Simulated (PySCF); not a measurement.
## TPSS on Pt (platinum, neutral)

Configuration: [Xe] 4f14 5d9 6s1, high-spin 3D determinant. Computed with PySCF 2.14 in cc-pVDZ-PP with ECP60MDF (4s4p3d1f, 38 functions), with scalar relativity through the core potential.

```
Total energy                                                  : -119.3456 hartree
One-electron energy                                           : -208.5605 hartree
Hartree (Coulomb) energy                                      : 100.8188 hartree
Exchange-correlation energy                                   : -11.6040 hartree
⟨S²⟩                                                          : 2.0009
⟨L²⟩                                                          : 6.181
Sum of ⟨r⟩                                                    : 27.14 bohr
Sum of ⟨r²⟩                                                   : 52.37 bohr²
Traceless quadrupole moment −½Σ⟨3z² − r²⟩ along its main axis : -0.337 e·bohr²
Time after the integrals                                      : 2 s of wall time on 1 thread of Neoverse-V1 (shared host)
```

```json
{"shell": "5s α", "electrons": "1", "mean orbital energy (eV)": "-101.99", "spread (eV)": "0", "rms radius, mean of both spins (bohr)": "1.03"}
{"shell": "5s β", "electrons": "1", "mean orbital energy (eV)": "-101.39", "spread (eV)": "0", "rms radius, mean of both spins (bohr)": "1.03"}
{"shell": "5p α", "electrons": "3", "mean orbital energy (eV)": "-56.934", "spread (eV)": "1.181", "rms radius, mean of both spins (bohr)": "1.19"}
{"shell": "5p β", "electrons": "3", "mean orbital energy (eV)": "-56.195", "spread (eV)": "0.421", "rms radius, mean of both spins (bohr)": "1.19"}
{"shell": "5d α", "electrons": "5", "mean orbital energy (eV)": "-6.633", "spread (eV)": "1.129", "rms radius, mean of both spins (bohr)": "1.92"}
{"shell": "6s α", "electrons": "1", "mean orbital energy (eV)": "-5.924", "spread (eV)": "0", "rms radius, mean of both spins (bohr)": "2.94"}
{"shell": "5d β", "electrons": "4", "mean orbital energy (eV)": "-5.661", "spread (eV)": "0.967", "rms radius, mean of both spins (bohr)": "1.92"}
```

Energies and moments cover only the electrons outside the core potential. Spin-orbit coupling, absent here, splits the open shell strongly.
